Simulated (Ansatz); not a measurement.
Geometry optimisation, RKS PBE/def2-SVP (Ansatz 0.2.0).

Input:

```yaml
crystal:
  periodic: [false, false, false]
  atoms:
    - { symbol: Ge, position_ang: [0.0, 0.0, 0.0] }
    - { symbol: F, position_ang: [0.0, 0.0, 2.03] }
    - { symbol: O, position_ang: [1.6691, 0.0, -0.5894] }
    - { symbol: H, position_ang: [1.9855, -0.9521, -0.7061] }
    - { symbol: O, position_ang: [-0.8337, 1.4443, -0.5894] }
    - { symbol: H, position_ang: [-1.7915, 1.2136, -0.8118] }
    - { symbol: O, position_ang: [-0.8337, -1.4443, -0.5894] }
    - { symbol: H, position_ang: [-1.2883, -1.91, 0.183] }
    - { symbol: "N", position_ang: [1.159, 1.7479, 0.6969] }
    - { symbol: H, position_ang: [2.0156, 1.6075, 1.3053] }
    - { symbol: Si, position_ang: [0.6428, 3.4285, 0.2261] }
    - { symbol: H, position_ang: [0.0517, 3.4008, -1.1086] }
    - { symbol: H, position_ang: [-0.3425, 3.9219, 1.1839] }
    - { symbol: H, position_ang: [1.8045, 4.3128, 0.2249] }
    - { symbol: H, position_ang: [0.6799, 1.0253, 1.7808] }
basis:
  gaussian: { orbitals: def2-SVP }
hamiltonian:
  xc: pbe
relax:
  f_tol: 0.15
  max_steps: 25
  restrain:
    - { distance: [0, 8], at: 1.91, k: 30.0 }
    - { distance: [14, 1], at: 0.92, k: 30.0 }
    - { distance: [0, 1], at: 2.88, k: 30.0 }
    - { distance: [14, 8], at: 2.26, k: 30.0 }
```

Run as:

```bash
$ ansatz run input.yaml --threads 4 --pin off --max-ram 5120MiB --backend cpu --events-out ev --progress --plain --runs-dir out
```

Task: Where does it end, and by what steps?

Result: The run converged. The restraints hold the end off the free minimum; the threshold counts their pulls, which the force column leaves out. Restrained pairs: Ge1–N9 (2.21 → 1.89 Å), F2–H15 (1.26 → 0.94 Å), Ge1–F2 (2.03 → 2.90 Å), N9–H15 (1.39 → 2.25 Å). After 18 steps the energy has fallen by 2.755 eV (the restraints' own energy left out); H8 moved furthest, 1.60 Å.

```tsv
step	energy less start (eV)	largest force component (eV/Å)	accepted
0	0.0000	4.507	yes
1	0.3300	3.862	yes
2	0.3615	3.607	yes
3	-0.4696	1.979	yes
4	-1.4070	1.521	yes
5	-1.8283	0.990	yes
6	-2.0708	0.982	yes
7	-2.2668	0.893	yes
8	-2.4156	0.876	yes
9	-2.5103	0.827	yes
10	-2.5670	0.691	yes
11	-2.5756	1.198	yes
12	-2.6062	0.899	yes
13	-2.6405	0.908	yes
14	-2.6742	0.812	yes
15	-2.7190	0.685	yes
16	-2.7329	0.921	no
17	-2.7414	0.684	yes
18	-2.7555	0.643	yes
```

```xyz
15
Properties=species:S:1:pos:R:3
Ge 0.361 0.279 -0.375
F -0.850 0.486 2.250
O 1.522 -0.228 -1.635
H 1.476 -1.199 -1.732
O -1.070 1.145 -1.002
H -1.812 0.532 -1.165
O -0.045 -1.264 0.423
H -0.500 -1.031 1.263
N 1.222 1.661 0.579
H 2.238 1.508 0.598
Si 0.709 3.355 0.431
H 0.694 3.903 -0.971
H -0.656 3.492 1.038
H 1.698 4.152 1.240
H -0.070 1.007 2.295
```

Run time: 51 s on 4 threads of Arm Neoverse V2, on a shared host, peak memory 0.25 GiB.
